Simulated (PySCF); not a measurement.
Cadmium: a sound run and one with changed settings

Sound run: Cd [Kr] 4d10 5s2, Cd+ [Kr] 4d10 5s1. All numbers are calculated (PySCF 2.14, scalar relativity through the core potential, in aug-cc-pVDZ-PP with ECP28MDF). In the sound run the correlated levels freeze 4s2 4p6 outside the core potential. The sound run starts from symmetry-adapted Hartree-Fock orbitals and uses a fine grid where one is needed.

Changed run: all electrons correlated in a basis built for the valence shell.

```csv
species,method,sound run (hartree),changed run (hartree),converged
Cd,MP2,-167.22255,-167.38797,yes
Cd+,MP2,-166.89654,-167.05826,yes
```

Ionisation energy of Cd:

```
 method  sound run (eV)  changed run (eV)
    UHF           7.401             7.401
    MP2           8.871             8.972
SCS-MP2           8.847             8.919
```

A valence basis has no tight correlating functions, so it recovers only part of the core correlation, and not evenly between atom and ion.

For comparison, NIST gives 8.994 eV between the lowest levels.
